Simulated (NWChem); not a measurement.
The numbers come from NWChem runs, not from measurements. System: MgO, charge 0, spin multiplicity 1, at a geometry optimised with PBE0/def2-SVP. The structure started from a generated list of species. Level: MP2/def2-TZVP, 6 core orbitals frozen.

Job file:

```
start mol
memory heap 200 mb stack 900 mb global 1100 mb
geometry units angstroms nocenter noautoz
  Mg     0.000000     0.000000     0.699045
  O      0.000000     0.000000    -1.048568
  symmetry group C2v
end
basis spherical
  * library def2-tzvp
end
scf
  rhf
  nopen 0
  maxiter 100
  thresh 1e-7
  semidirect memsize 60000000 filesize 0
end
mp2
  freeze core 6
end
task mp2 energy
```

NWChem printed:

```
             Northwest Computational Chemistry Package (NWChem) 7.3.0
             --------------------------------------------------------

                                NWChem Input Module
                                -------------------

 Scaling coordinates for geometry "geometry" by  1.889725989
 (inverse scale =  0.529177249)

 Turning off AUTOSYM since
 SYMMETRY directive was detected!

                             Geometry "geometry" -> ""
                             -------------------------

 Output coordinates in angstroms (scale by  1.889725989 to convert to a.u.)

  No.       Tag          Charge          X              Y              Z
 ---- ---------------- ---------- -------------- -------------- --------------
    1 Mg                  12.0000     0.00000000     0.00000000     0.69904500
    2 O                    8.0000     0.00000000     0.00000000    -1.04856800

 Effective nuclear repulsion energy (a.u.)      29.0688017908

            Nuclear Dipole moment (a.u.)
            ----------------------------
        X                 Y               Z
 ---------------- ---------------- ----------------
     0.0000000000     0.0000000000    -0.0000075589

      Symmetry information
      --------------------

 Group name             C2v
 Group number             16
 Group order               4
 No. of unique centers     2

      Symmetry unique atoms

     1    2


 Summary of "ao basis" -> "" (spherical)
 ------------------------------------------------------------------------------
       Tag                 Description            Shells   Functions and Types
 ---------------- ------------------------------  ------  ---------------------
 *                         def2-tzvp                  on all atoms

 Summary of "ao basis" -> "ao basis" (spherical)
 ------------------------------------------------------------------------------
       Tag                 Description            Shells   Functions and Types
 ---------------- ------------------------------  ------  ---------------------
 Mg                        def2-tzvp                12       32   5s4p3d
 O                         def2-tzvp                11       31   5s3p2d1f

                                 NWChem SCF Module
                                 -----------------

  ao basis        = "ao basis"
  functions       =    63
  atoms           =     2
  closed shells   =    10
  open shells     =     0
  charge          =   0.00
  wavefunction    = RHF
  use symmetry    = T
  symmetry adapt  = T

 Summary of "ao basis" -> "ao basis" (spherical)
 ------------------------------------------------------------------------------
       Tag                 Description            Shells   Functions and Types
 ---------------- ------------------------------  ------  ---------------------
 Mg                        def2-tzvp                12       32   5s4p3d
 O                         def2-tzvp                11       31   5s3p2d1f

      Symmetry analysis of basis
      --------------------------

        a1         29
        a2          6
        b1         14
        b2         14

 Forming initial guess at       0.1s

      Superposition of Atomic Density Guess
      -------------------------------------

 Sum of atomic energies:        -274.39093843

      Non-variational initial energy
      ------------------------------

 Total energy =    -274.193416
 1-e energy   =    -440.304756
 2-e energy   =     137.042538
 HOMO         =      -0.448438
 LUMO         =      -0.175508
[...]
              MO Center= -2.7D-16,  5.2D-16, -5.0D-01, r^2= 2.1D+00
   Bfn.  Coefficient  Atom+Function         Bfn.  Coefficient  Atom+Function
  ----- ------------  ---------------      ----- ------------  ---------------
     4      0.530171  1 Mg s                 40      0.345306  2 O  pz
    43      0.318767  2 O  pz                 3     -0.230539  1 Mg s
    46      0.223737  2 O  pz

 Vector   11  Occ=0.000000D+00  E=-4.800189D-02  Symmetry=a1
              MO Center= -1.0D-15,  3.6D-15,  1.4D+00, r^2= 4.7D+00
   Bfn.  Coefficient  Atom+Function         Bfn.  Coefficient  Atom+Function
  ----- ------------  ---------------      ----- ------------  ---------------
     5      0.713177  1 Mg s                 17      0.414364  1 Mg pz
    40     -0.193500  2 O  pz                43     -0.172120  2 O  pz
    14      0.165853  1 Mg pz                46     -0.155043  2 O  pz

 Vector   12  Occ=0.000000D+00  E= 5.264171D-02  Symmetry=b2
              MO Center= -2.1D-31, -4.0D-15,  1.4D+00, r^2= 5.8D+00
   Bfn.  Coefficient  Atom+Function         Bfn.  Coefficient  Atom+Function
  ----- ------------  ---------------      ----- ------------  ---------------
    16      0.896870  1 Mg py                29      0.365857  1 Mg d -1

 Vector   13  Occ=0.000000D+00  E= 5.264171D-02  Symmetry=b1
              MO Center=  1.1D-15,  2.2D-31,  1.4D+00, r^2= 5.8D+00
   Bfn.  Coefficient  Atom+Function         Bfn.  Coefficient  Atom+Function
  ----- ------------  ---------------      ----- ------------  ---------------
    15      0.896870  1 Mg px                31     -0.365857  1 Mg d  1

 center of mass
 --------------
 x =   0.00000000 y =   0.00000000 z =  -0.00024241

 moments of inertia (a.u.)
 ------------------
         104.656981808976           0.000000000000           0.000000000000
           0.000000000000         104.656981808976           0.000000000000
           0.000000000000           0.000000000000           0.000000000000

  Mulliken analysis of the total density
  --------------------------------------

    Atom       Charge   Shell Charges
 -----------   ------   -------------------------------------------------------
    1 Mg  12    11.14   2.00  0.71  1.27  0.65  0.04  5.12  0.88  0.15  0.16  0.00  0.08  0.08
    2 O    8     8.86   0.79  1.18  0.59  0.97  0.39  1.73  1.93  1.27  0.00  0.01  0.00

       Multipole analysis of the density wrt the origin
       ------------------------------------------------

     L   x y z        total         open         nuclear
     -   - - -        -----         ----         -------
     0   0 0 0     -0.000000      0.000000     20.000000

     1   1 0 0      0.000000      0.000000      0.000000
     1   0 1 0     -0.000000      0.000000      0.000000
     1   0 0 1      3.517932      0.000000     -0.000008

     2   2 0 0    -10.480787      0.000000      0.000000
     2   1 1 0      0.000000      0.000000      0.000000
     2   1 0 1     -0.000000      0.000000      0.000000
     2   0 2 0    -10.480787      0.000000      0.000000
     2   0 1 1     -0.000000      0.000000      0.000000
     2   0 0 2    -10.105192      0.000000     52.351538

                   NWChem MP2 Semi-direct Energy/Gradient Module
                   ---------------------------------------------

  Basis functions       =     63
  Molecular orbitals    =     63
  Frozen core           =      6
  Frozen virtuals       =      0
  Active alpha occupied =      4
  Active beta occupied  =      4
  Active alpha virtual  =     53
  Active beta virtual   =     53
  Use MO symmetry       = T
  Use skeleton AO sym   = T

  AO/Fock/Back tols     =   1.0D-09  1.0D-09  1.0D-09

 GA uses MA = F    GA memory limited = T

 Available:
  local mem=  1.26D+08
 global mem=  1.44D+08
 local disk=  0.00D+00
  mp2_memr nvloc                    53
  nvloc new                    53
   1 passes of   4:        4194304                      18692                   1454228.
   1 passes of   4: M    126151763           G      144171262           F     121957459.

 Semi-direct pass number   1 of   1  for RHF alpha+beta  at        1.0s
  vrange nnbf                  2008
  mp2_eaftype                    10  avail_ma_in_mb                  1099
 EAF : mp2_eaftype filesize          10     727114.
  mp2_eaf for mointskh                     10
Node 0 wrote      3.4 Mb in      0.0 s     Agg I/O rate:  1100.3 Mb/s
 Done moints_semi at        2.1s
  mp2_eaftype                    10  avail_ma_in_mb                  1089
 EAF : mp2_eaftype filesize          10     727114.
  mp2_eaf for kh                    10
 Done maket at        2.1s
 Done multipass loop at        2.1s

          -------------------------------------------
          SCF energy                -274.374677961493
          Correlation energy          -0.324157710931
          Singlet pairs               -0.197009831053
          Triplet pairs               -0.127147879878
          Total MP2 energy          -274.698835672424
          -------------------------------------------

          ---------------------------------------------------
                    Spin Component Scaled (SCS) MP2
          Same spin pairs                     -0.084765253252
          Same spin scaling factor             0.333333333333
          Opposite spin pairs                 -0.239392457679
          Opposite spin scaling fact.          1.200000000000
          SCS-MP2 correlation energy          -0.315526033632
          Total SCS-MP2 energy              -274.690203995125
          ---------------------------------------------------

 -----------------------
 Performance information
 -----------------------

 Timer overhead =  1.55D-07 seconds/call

               Nr. of calls         CPU time (s)                 Wall time (s)                GFlops
             ---------------    -------------------     ------------------------------   -------------------
Name         Min   Avg   Max    Min     Avg     Max     Min     Avg     Max   Mx/calls   Min     Max     Sum
mp2: moin     1     1     1    1.1     1.1     1.1      1.1     1.1     1.1     1.1      0.0     0.0     0.0
mp2: make     1     1     1   2.42E-2 2.42E-2 2.42E-2  2.42E-2 2.42E-2 2.42E-2 2.42E-2   0.0     0.0     0.0
mp2: tota     1     1     1    1.2     1.2     1.2      1.2     1.2     1.2     1.2      0.0     0.0     0.0

 The average no. of pstat calls per process was 3.00D+00
 with a timing overhead of 4.64D-07s

 Task  times  cpu:        2.1s     wall:        2.1s

 Total times  cpu:        2.1s     wall:        2.1s
```
